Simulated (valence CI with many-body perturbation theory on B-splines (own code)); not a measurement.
E1 line list for Se19+

Calculated by valence CI with perturbative core correlation (CI+MBPT): five valence electrons over a frozen Dirac-Fock core [Ne], radial functions for each j: 11 s, 11 p, 10 d, 8 f, 5 g, 2 h, with the one-electron correlation potential Σ1, the two-electron term Σ2, the three-electron term Σ3, Breit, model QED; selected CI, second order for the rest, scaled by the run's own slope (own B-spline code, finite nucleus).

No measured spectrum was set against this ion. As an estimate, levels of excited configurations hold to 0.05 to 0.15 % of their energy, terms of the ground configuration to about 0.5 %. Among the levels kept, up to 3400 cm⁻¹ of a level comes from second order outside the variational space, and about a tenth of that is noise between levels of different J, which matters for small intervals.

Lines 1 to 50 of 592 in falling wavelength, among levels below 1735300 cm⁻¹, chosen from the strongest by gf and those to the six lowest levels. Wavelengths and rates use the calculated energies, so an error of 300 cm⁻¹ moves a line at 310.2 Å by 0.093 % and its rate by three times that or more. Electric multipoles are in the length gauge, E1 and E2 with the static RPA response of the core. Weak lines are less certain than strong ones. Lines between different terms over intervals too small for the method are left out, as are lines whose strength nearly cancels. The highest levels of a list are the least certain.

Names give the largest LS component (configuration and term), which can be under half, so a name can repeat, a term be missing and a line seem to break the LS rules; names also repeat where a configuration has a term twice. Letters in brackets count levels of one name in rising energy.

| λ vac (Å) | Upper | Lower | A (s⁻¹) | S (a.u.) with core polarisation | S without |
| --- | --- | --- | --- | --- | --- |
| 310.2 | 3s3p⁴ ⁴P_3/2 | 3s²3p³ ²P°_3/2 | 9.69e+07 | 5.71e-03 | 5.88e-03 |
| 287.4 | 3p⁴3d ⁴F_9/2 | 3s3p³3d ²F°_7/2 [b] | 1.16e+09 | 1.37e-01 | 1.41e-01 |
| 270.3 | 3s3p⁴ ⁴P_5/2 | 3s²3p³ ²D°_5/2 | 2.38e+08 | 1.39e-02 | 1.43e-02 |
| 264.7 | 3s3p⁴ ⁴P_1/2 | 3s²3p³ ²P°_1/2 | 2.68e+08 | 4.90e-03 | 5.05e-03 |
| 256.2 | 3p⁴3d ²G_7/2 | 3s3p³3d ²G°_7/2 [b] | 2.27e+09 | 1.50e-01 | 1.55e-01 |
| 254.4 | 3s3p⁴ ⁴P_5/2 | 3s²3p³ ²D°_3/2 | 4.47e+08 | 2.18e-02 | 2.24e-02 |
| 253.6 | 3s3p⁴ ²D_3/2 | 3s²3p³ ²P°_3/2 | 6.37e+07 | 2.05e-03 | 2.11e-03 |
| 244.3 | 3s3p⁴ ⁴P_3/2 | 3s²3p³ ²D°_5/2 | 1.37e+08 | 3.94e-03 | 4.06e-03 |
| 244.1 | 3p⁵ ²P°_3/2 | 3s²3p²3d ²P_3/2 [a] | 3.13e+09 | 8.98e-02 | 9.25e-02 |
| 243.3 | 3s3p⁴ ²D_5/2 | 3s²3p³ ²P°_3/2 | 1.24e+09 | 5.29e-02 | 5.45e-02 |
| 231.4 | 3p⁴3d ⁴F_9/2 | 3s3p³3d ⁴F°_9/2 [b] | 2.59e+09 | 1.58e-01 | 1.63e-01 |
| 230.5 | 3s3p³3d ⁴F°_9/2 [a] | 3s²3p²3d ⁴F_9/2 | 1.27e+09 | 7.70e-02 | 7.94e-02 |
| 230.3 | 3p⁴3d ²D_3/2 | 3s3p³3d ⁴P°_5/2 [b] | 3.70e+09 | 8.92e-02 | 9.19e-02 |
| 228.9 | 3p⁴3d ⁴F_9/2 | 3s3p³3d ⁴D°_7/2 [b] | 1.18e+09 | 6.96e-02 | 7.17e-02 |
| 227.9 | 3s3p⁴ ²D_3/2 | 3s²3p³ ²P°_1/2 | 3.35e+08 | 7.83e-03 | 8.08e-03 |
| 225.5 | 3s3p⁴ ⁴P_1/2 | 3s²3p³ ²D°_3/2 | 1.41e+08 | 1.60e-03 | 1.65e-03 |
| 218.9 | 3p⁴3d ²G_7/2 | 3s3p³3d ⁴F°_7/2 [b] | 2.17e+09 | 9.00e-02 | 9.27e-02 |
| 218.2 | 3s3p⁴ ⁴P_5/2 | 3s²3p³ ⁴S°_3/2 | 3.11e+09 | 9.56e-02 | 9.86e-02 |
| 214.4 | 3p⁵ ²P°_3/2 | 3s3p⁴ ²D_5/2 | 7.61e+09 | 1.48e-01 | 1.53e-01 |
| 213.9 | 3s²3p²3d ²P_3/2 [a] | 3s²3p³ ²P°_3/2 | 8.64e+08 | 1.67e-02 | 1.72e-02 |
| 207.9 | 3s3p³3d ⁴G°_11/2 | 3s²3p²3d ⁴F_9/2 | 7.26e+09 | 3.86e-01 | 3.98e-01 |
| 207.8 | 3s3p⁴ ²D_3/2 | 3s²3p³ ²D°_5/2 | 1.94e+08 | 3.44e-03 | 3.54e-03 |
| 207.0 | 3p⁵ ²P°_3/2 | 3s3p⁴ ²D_3/2 | 3.29e+09 | 5.77e-02 | 5.95e-02 |
| 206.7 | 3s3p³3d ⁴D°_7/2 [d] | 3s²3p²3d ²D_5/2 [c] | 2.02e+09 | 7.03e-02 | 7.24e-02 |
| 206.3 | 3s3p³3d ⁴S°_3/2 | 3s²3p²3d ⁴P_5/2 | 4.24e+09 | 7.36e-02 | 7.57e-02 |
| 202.5 | 3s3p³3d ⁴G°_9/2 | 3s²3p²3d ⁴F_7/2 | 8.22e+09 | 3.37e-01 | 3.47e-01 |
| 202.1 | 3p⁴3d ²G_7/2 | 3s3p³3d ²G°_9/2 [a] | 3.12e+09 | 1.02e-01 | 1.05e-01 |
| 200.9 | 3s3p⁴ ⁴P_3/2 | 3s²3p³ ⁴S°_3/2 | 4.80e+09 | 7.68e-02 | 7.91e-02 |
| 200.8 | 3s3p⁴ ²D_5/2 | 3s²3p³ ²D°_5/2 | 5.83e+09 | 1.40e-01 | 1.44e-01 |
| 200.0 | 3s3p³3d ²F°_7/2 [c] | 3s²3p²3d ²F_7/2 [b] | 3.08e+09 | 9.72e-02 | 1.00e-01 |
| 198.8 | 3s3p³3d ⁴D°_7/2 [c] | 3s²3p²3d ⁴P_5/2 | 1.97e+09 | 6.13e-02 | 6.30e-02 |
| 198.2 | 3s3p⁴ ²D_3/2 | 3s²3p³ ²D°_3/2 | 8.17e+09 | 1.26e-01 | 1.30e-01 |
| 198.2 | 3s3p³3d ⁴F°_9/2 [b] | 3s²3p²3d ⁴D_7/2 | 3.24e+09 | 1.25e-01 | 1.28e-01 |
| 198.2 | 3p⁴3d ⁴F_9/2 | 3s3p³3d ⁴G°_11/2 | 8.81e+09 | 3.38e-01 | 3.48e-01 |
| 196.6 | 3s3p⁴ ⁴P_1/2 | 3s²3p³ ⁴S°_3/2 | 5.23e+09 | 3.92e-02 | 4.04e-02 |
| 195.3 | 3s²3p²3d ²P_3/2 [a] | 3s²3p³ ²P°_1/2 | 1.05e+09 | 1.54e-02 | 1.59e-02 |
| 195.2 | 3s3p³3d ⁴G°_7/2 | 3s²3p²3d ⁴F_5/2 | 9.03e+09 | 2.65e-01 | 2.73e-01 |
| 194.6 | 3p⁴3d ⁴D_7/2 | 3s3p³3d ⁴F°_9/2 [a] | 1.27e+10 | 3.69e-01 | 3.80e-01 |
| 194.1 | 3s3p³3d ²G°_9/2 [a] | 3s²3p²3d ²F_7/2 [a] | 4.57e+09 | 1.65e-01 | 1.70e-01 |
| 193.7 | 3p⁴3d ⁴F_9/2 | 3s3p³3d ⁴G°_9/2 | 3.21e+09 | 1.15e-01 | 1.19e-01 |
| 192.3 | 3s3p⁴ ²S_1/2 | 3s²3p³ ²P°_1/2 | 7.01e+09 | 4.92e-02 | 5.07e-02 |
| 192.3 | 3p⁴3d ⁴D_5/2 | 3s3p³3d ⁴F°_7/2 [a] | 1.22e+10 | 2.56e-01 | 2.64e-01 |
| 191.8 | 3s3p³3d ⁴G°_5/2 | 3s²3p²3d ⁴F_3/2 | 8.07e+09 | 1.68e-01 | 1.73e-01 |
| 190.0 | 3s3p³3d ²G°_7/2 [a] | 3s²3p²3d ²F_5/2 | 2.97e+09 | 8.03e-02 | 8.27e-02 |
| 189.2 | 3s²3p²3d ⁴D_1/2 [a] | 3s²3p³ ²P°_3/2 | 5.11e+09 | 3.42e-02 | 3.52e-02 |
| 188.9 | 3p⁴3d ²G_7/2 | 3s3p³3d ⁴G°_9/2 | 3.64e+09 | 9.68e-02 | 9.97e-02 |
| 188.4 | 3p⁴3d ⁴D_3/2 | 3s3p³3d ⁴F°_5/2 [a] | 1.16e+10 | 1.53e-01 | 1.57e-01 |
| 188.3 | 3s3p³3d ⁴F°_7/2 [b] | 3s²3p²3d ⁴D_5/2 | 2.36e+09 | 6.22e-02 | 6.40e-02 |
| 187.1 | 3s3p³3d ²G°_7/2 [b] | 3s²3p²3d ²G_7/2 | 5.45e+09 | 1.41e-01 | 1.45e-01 |
| 185.9 | 3s3p³3d ⁴D°_7/2 [b] | 3s²3p²3d ⁴D_5/2 | 4.40e+09 | 1.12e-01 | 1.15e-01 |
